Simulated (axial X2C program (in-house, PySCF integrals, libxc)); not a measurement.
**ONdO: the levels of the configuration f(δφ)1 s1 f(π)0**

Computed with an in-house all-electron X2C program for linear molecules (integrals from PySCF): two-component X2C with atomic mean-field Coulomb and Gaunt terms, basis O dyall-v2z, Nd dyall-v2z (cores contracted in-house). Orbitals come from Hartree–Fock averaged over the configuration Nd f(δφ)1 s1 f(π)0; CI then distributes these electrons over the f(δφ), s, f(π) shells of Nd.

O–Nd–O held linear, both bonds 1.674 Å (near the minimum of the configuration average).

Active spinors (ω > 0):

| shell | ω | ε (eV) | character |
| --- | --- | --- | --- |
| f(δφ) | 3/2 | 3.47 | 100% Nd f |
| f(δφ) | 5/2 | 3.54 | 100% Nd f |
| f(δφ) | 5/2 | 3.89 | 100% Nd f |
| f(δφ) | 7/2 | 4.02 | 100% Nd f |
| s | 1/2 | -1.89 | 78% Nd s, 17% Nd d |
| f(π) | 3/2 | 6.63 | 60% Nd f, 34% Nd p |
| f(π) | 1/2 | 6.77 | 65% Nd f, 27% Nd p, 6% O p |

Lowest levels of this model:

```csv
Ω,energy (cm⁻¹),g∥,configuration
2,0,2.18,100% f(δφ)1 s1
3,148,6.21,100% f(δφ)1 s1
1,2519,0.02,100% f(δφ)1 s1
2,2724,4.02,100% f(δφ)1 s1
4,3204,10.00,100% f(δφ)1 s1
3,3417,6.01,100% f(δφ)1 s1
3,5080,7.79,100% f(δφ)1 s1
2,5282,3.82,100% f(δφ)1 s1
4,23900,6.03,100% f(δφ)2
5,25888,10.01,100% f(δφ)2
6,27712,14.00,100% f(δφ)2
```

g∥ is the magnitude of 2⟨Lz + ge Sz⟩ for the +Ω component.

Task: From Ω and g∥ of the lowest level, whose 2⟨Lz + ge Sz⟩ is positive, find ⟨Sz⟩ and ⟨Lz⟩ (ge = 2.0023).

Result: Ω = ⟨Lz⟩ + ⟨Sz⟩ = 2 and ⟨Lz⟩ + ge⟨Sz⟩ = 1.090, so ⟨Sz⟩ = -0.91 and ⟨Lz⟩ = 2.91.

Occupations of the active spinors in the lowest level by ω, shell by shell in order of energy: -7/2: 0.00; -5/2: 0.00 0.00; -3/2: 0.00 0.00; -1/2: 1.00 0.00; 1/2: 0.00 0.00; 3/2: 0.00 0.00; 5/2: 0.71 0.29; 7/2: 0.00. The leading determinant has weight 0.71 among 10.

This point took 2.6 s on 1 thread of Intel(R) Xeon(R) Platinum 8259CL CPU @ 2.50GHz (Skylake/Cascade Lake), on a shared host.

Dynamic correlation is missing, so gaps between terms are too wide and other configurations may lie lower; the lowest level listed is that of this model, not necessarily the ground state. At most 6 roots were kept for each Ω > 0 (twice that for Ω = 0) within 3.5 eV of the lowest, so higher up levels can be missing between those listed; levels with Ω > 0 are doubly degenerate and listed once, Ω = 0 levels singly. States that fill the shells left empty in the average are placed too high. Along the bond the averaged SCF switches between close solutions, so this one may not be the lowest. The molecule was held linear; bending was not examined.
